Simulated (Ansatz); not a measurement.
`[CH3][GeH]([NH2])[F]` + H–F → `[CH3][GeH]([F])[F]` + NH₃ at 600 K and 1 bar (ligand exchange at a Ge–N bond).

Isolated molecules relaxed with PBE0-D4/def2-TZVP in Ansatz; ΔE leaves out vibrations. CCSD(T)/CBS is the MP2 limit (def2-TZVPP, def2-QZVPP) plus CCSD(T) − MP2 in def2-TZVPP, frozen cores. This one scheme is used for every species. For Ge outer-core shells are correlated without core-valence functions, which leaves a few kJ/mol of doubt a bond. Scalar relativity is left out up to krypton. Each species was taken in one conformer, which may not be the lowest.

```csv
species,CCSD(T)/CBS energy (Eh),H − E (kJ/mol),S (J/(mol·K))
`[CH3][GeH]([NH2])[F]`,-2272.33936,250.6,424.3
H–F,-100.39570,42.3,194.0
`[CH3][GeH]([F])[F]`,-2316.24489,180.2,399.2
NH₃,-56.50880,112.4,219.5
```

H − E and S are ideal-gas, rigid-rotor, harmonic terms from PBE0-D4/def2-TZVP, for one conformer and one mirror image of each species. 1 Eh = 2625.50 kJ/mol, R = 8.31446 J/(mol·K).

By hand: ΔE, ΔH, ΔS and ΔG.

ΔE = (-2316.24489) + (-56.50880) − (-2272.33936) − (-100.39570) = -0.01863 Eh = -48.9 kJ/mol. Δ(H − E) = 180.2 + 112.4 − 250.6 − 42.3 = -0.3, so ΔH = -49.2 kJ/mol. ΔS = 399.2 + 219.5 − 424.3 − 194.0 = 0.4 J/(mol·K). ΔG = -49.2 − 600 × (0.4)/1000 = -49.4 kJ/mol.

By hand: the equilibrium constant, and the temperature at which ΔG would vanish if ΔH and ΔS stayed fixed.

log₁₀ K = −ΔG/(RT ln 10) = 4.3. ΔH and −TΔS have one sign here, so there is no such temperature.

The number of gas molecules stays the same, so ΔS is small and ΔH decides. A doubt of 5 kJ/mol in ΔE shifts log₁₀ K by 0.4 here. Other conformers and mirror images would add mixing entropy, several J/(mol·K) or more a flexible species. These are equilibria of isolated gas molecules and say nothing of rates. Largest T1 diagnostic: 0.012 (customary marks: 0.02 for closed shells, 0.045 for open ones).

ΔS is within the doubt of such terms, so its sign, and with it that verdict, could turn.
